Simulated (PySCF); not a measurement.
Bonds (- single, = double, # triple, : aromatic): C1-C2, C2-O3, O3-C4, C4-C5, C5:C6, C6:N7, N7:O8, O8:C9, C9-Si10, C9:C5. C1 carries H11, H12, H13; C2 carries H14, H15; C4 carries H16, H17; C6 carries H18; Si10 carries H19, H20, H21.

Method: coordinates at the GFN2-xTB level, shieldings: GIAO PBE0/pcSseg-1, in PySCF 2.14 (fast rotation and ring inversion assumed for equivalent nuclei, no solvent, no relativistic terms, a single conformation).

Chemical shifts δ = σref − σ; ¹³C (σref 186.93) vs TMS, all at this level.

Do the ¹³C shifts follow the atomic charges (in e)? Tabulate both.

Answers


```json
{"atoms": "C9", "hybridisation": "sp2", "δ (ppm)": "172.3", "σ para (ppm)": "-244", "Hirshfeld": "-0.03", "IAO": "-0.10", "Mulliken": "+0.06", "ESP-fitted": "+0.09"}
{"atoms": "C6", "hybridisation": "sp2", "δ (ppm)": "149.0", "σ para (ppm)": "-206", "Hirshfeld": "-0.02", "IAO": "-0.07", "Mulliken": "+0.18", "ESP-fitted": "+0.14"}
{"atoms": "C5", "hybridisation": "sp2", "δ (ppm)": "135.4", "σ para (ppm)": "-207", "Hirshfeld": "-0.05", "IAO": "-0.08", "Mulliken": "-0.48", "ESP-fitted": "+0.07"}
{"atoms": "C2", "hybridisation": "sp3", "δ (ppm)": "71.6", "σ para (ppm)": "-128", "Hirshfeld": "+0.01", "IAO": "-0.04", "Mulliken": "+0.01", "ESP-fitted": "+0.28"}
{"atoms": "C4", "hybridisation": "sp3", "δ (ppm)": "69.8", "σ para (ppm)": "-127", "Hirshfeld": "+0.01", "IAO": "-0.05", "Mulliken": "+0.26", "ESP-fitted": "-0.48"}
{"atoms": "C1", "hybridisation": "sp3", "δ (ppm)": "17.8", "σ para (ppm)": "-79", "Hirshfeld": "-0.12", "IAO": "-0.42", "Mulliken": "-0.28", "ESP-fitted": "-0.41"}
```

Correlation coefficients of δ with charge over these carbons: Hirshfeld +0.33, IAO +0.61, Mulliken +0.13, ESP-fitted +0.62; with the paramagnetic shielding -1.00. With so few points, grouped by hybridisation, these coefficients are fragile. Charge is one influence among several: hybridisation and low-lying excitations act through the paramagnetic term.

Shifts are as computed. Against solution values, carbons near 30 ppm lie about +3 ppm off and those near 130 ppm about +5 ppm. Of 1211 compounds with measured shifts, 218 miss one by over three times the rms of a fit or turn the order of signals round; such compounds aren't used in these exercises.
